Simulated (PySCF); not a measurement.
**Potential energy of CaGe along the bond**

Set-up: Ca pcseg-1, Ge pcseg-1; no relativity (PySCF 2.14). Energies in eV from Ca + Ge in their ground configurations at the same level. All curves are PBE0. state 1: Ms = 1 determinant of mixed spin (⟨S²⟩ near 2.5), unpaired electrons π ↑↑; state 2: Ms = 0 determinant of mixed spin (⟨S²⟩ near 1.3), unpaired electrons π ↑↓, a mixture of terms (⟨Lz²⟩ = 2.0), a second solution, started from another occupation; state 3: ³Π (triplet), unpaired electrons σ ↑, π ↑, a second solution, started from another occupation; state 4: Ms = 1 determinant of mixed spin (⟨S²⟩ near 3.0), unpaired electrons σ ↑↑, π ↑↓, a mixture of terms (⟨Lz²⟩ = 2.0), a second solution, started from another occupation.

```
R (Å)  state 1  state 2  state 3  state 4
2.431   -1.056   -0.675   0.5180  -0.1064
2.544   -1.360   -0.975   0.0172  -0.3907
2.657   -1.524   -1.134  -0.3184  -0.5465
2.742   -1.582   -1.187  -0.4883  -0.6015
2.827   -1.597   -1.197  -0.6042  -0.6169
2.912   -1.581   -1.176  -0.6777  -0.6018
3.025   -1.523   -1.114  -0.7256  -0.5468
3.166   -1.413   -1.000  -0.7283  -0.4392
3.336   -1.252   -0.839  -0.6786  -0.2759
3.562   -1.025   -0.617  -0.5682  -0.0309
```

Q: Put a parabola through the three lowest points of the state 1 curve and estimate Re, k and ωe (reduced mass 25.94 u; 1 eV/Å² = 0.16022 mdyn/Å; ωe = 1302.8·√(k/μ) cm⁻¹).

A: Through R = 2.742, 2.827, 2.912 Å the second-order coefficient is 2.15 eV/Å², so Re ≈ 2.826 Å, k ≈ 0.687 mdyn/Å and ωe ≈ 212 cm⁻¹. A polynomial fit of higher order to the unrounded PBE0 energies gives Re = 2.821 Å, k = 0.717 mdyn/Å, ωe = 217 cm⁻¹; anharmonicity and rounding make the difference.

The higher-order fit for each curve: state 1: Re = 2.821 Å, ωe = 217 cm⁻¹, De = 1.60 eV; state 2: Re = 2.809 Å, ωe = 220 cm⁻¹, minimum 1.20 eV below the ground-state fragments; state 3: Re = 3.100 Å, ωe = 163 cm⁻¹, minimum 0.73 eV below the ground-state fragments; state 4: Re = 2.824 Å, ωe = 211 cm⁻¹, minimum 0.62 eV below the ground-state fragments.

Closed-shell solutions of metal pairs were not tested for spin polarisation, which can lower them a little. Spin–orbit coupling is left out. The state was picked by a PBE0 search and need not be the measured ground state.
